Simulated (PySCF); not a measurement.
C3H5BN2, SMILES C1B(N)C=NC=1.

Geometry optimised at PBE-D3(BJ)/def2-SVP. The structure was generated by enumeration, and PubChem lists no compound with its InChIKey, so it may never have been made. Other conformers were not sampled.

All values below come from CAM-B3LYP/def2-TZVP (PySCF).

Symmetry labels are those of the subgroup Cs that the program uses (full group Cs).

Problem. List the valence orbital energies around the gap with their symmetry. (An estimate is asked for; the answer gives what the named calculation found.)

Solution. 
| orbital | symmetry | energy (eV) |
|---|---|---|
| HOMO−7 | A' | -15.04 |
| HOMO−6 | A' | -13.04 |
| HOMO−5 | A' | -12.13 |
| HOMO−4 | A" | -12.07 |
| HOMO−3 | A' | -10.80 |
| HOMO−2 | A" | -10.28 |
| HOMO−1 | A' | -8.60 |
| HOMO | A" | -8.09 |
| LUMO | A" | -1.11 |
| LUMO+1 | A' | 1.37 |
| LUMO+2 | A' | 2.47 |
| LUMO+3 | A' | 2.77 |
